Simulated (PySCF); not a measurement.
Species: C4H11Al.
Structure used (PBE0-D3(BJ)/def2-SVP), in Å, numbered top down from 1:
```
atom  x, y, z in Å
C1    -0.3602    1.1723   -0.8759
C2    -0.0162   -0.0251    0.0217
C3    -0.0807   -1.3096   -0.8097
C4    -1.0112   -0.1003    1.1806
Al5    1.8390    0.2809    0.6628
H6    -1.3772    1.0591   -1.3000
H7    -0.3539    2.1293   -0.3253
H8     0.3316    1.2700   -1.7302
H9     0.1442   -2.2086   -0.2109
H10   -1.0950   -1.4509   -1.2310
H11    0.6236   -1.2918   -1.6580
H12   -0.8036   -0.9498    1.8523
H13   -1.0007    0.8132    1.7977
H14   -2.0442   -0.2293    0.8036
H15    2.1377    0.7403    2.1622
H16    3.0517    0.1183   -0.3628
```

Method used: PySCF 2.14.0, PBE0-D3(BJ)/def2-SVP geometry optimisation, gas phase.

Question: Which atoms are bound to Al5, and at what distances?

Answer: 3 atoms: H15 1.596 Å, H16 1.597 Å, C2 1.987 Å. The nearest atom not counted as bound is C1, at 2.83 Å.

Question: List the angles at Al5.

Answer: 
```json
{"angle": "C2–Al5–H15", "degrees": "121.5", "distance of the outer atoms (Å)": "3.13"}
{"angle": "H15–Al5–H16", "degrees": "119.4", "distance of the outer atoms (Å)": "2.76"}
{"angle": "C2–Al5–H16", "degrees": "119.1", "distance of the outer atoms (Å)": "3.10"}
```

Question: What is the shape at Al5?

Answer: Planar: angles 121.5°, 119.4° and 119.1°, sum 360.0°, 0.02 Å off the plane of its three neighbours.

Question: What are the other bond lengths?

Answer: C1–C2, C2–C3, C2–C4 1.532 Å; C1–H6 and 8 like bonds 1.105 Å.

Question: Give some angles away from the centre.

Answer: C1–C2–C3 109.1°, C1–C2–Al5 106.1°, C3–C2–Al5 110.1°, C4–C2–Al5 111.8°.

Charge 0, singlet. Not checked by PBE0-D3(BJ)/def2-SVP frequencies.
